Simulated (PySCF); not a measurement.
How methods differ on the ionisation energy of Tl(38+)

Tl(38+) [Kr] 4d7 [4d3/2^4 4d5/2^3, M_J = 9/2] → Tl(39+) [Kr] 4d6 [4d3/2^4 4d5/2^2, M_J = 4], as a difference of total energies. Calculation: PySCF 2.14, in an uncontracted even-tempered set (16 s from 4.3 bohr⁻², ratio 2.8; 14 p from 5.6 bohr⁻², ratio 2.8; 9 d from 5.6 bohr⁻², ratio 2.8; 3 f from 24 bohr⁻², ratio 3); the two-component X2C-1e Hamiltonian. Correlated levels: [Ar] 3d10 frozen; the 90 highest virtual spinors dropped. "Screened" scales the spin-orbit matrix elements by Boettger's factors to mimic the two-electron term; Breit and QED terms are absent.

```json
{"method": "GHF (spin-free)", "ionisation energy (eV)": "1808.2"}
{"method": "GMP2 (spin-free)", "ionisation energy (eV)": "1808.6"}
{"method": "GHF (screened spin-orbit)", "ionisation energy (eV)": "1801.2"}
{"method": "GMP2 (screened spin-orbit)", "ionisation energy (eV)": "1801.1"}
```

Breit and QED terms and the two-electron picture change are absent.

The spin-free rows relax to the high-spin LS determinant and lack the spin-orbit shift.

The labels give the starting determinants; with spin-orbit coupling the two ends relaxed to ⟨J²⟩ = 24.75, ⟨L²⟩ = 15.93, ⟨S²⟩ = 2.64 and ⟨J²⟩ = 20.01, ⟨L²⟩ = 12.69, ⟨S²⟩ = 3.04.

For comparison: 1802 ± 4 eV (theoretical estimate listed by NIST; NIST Atomic Spectra Database, ionization energies).
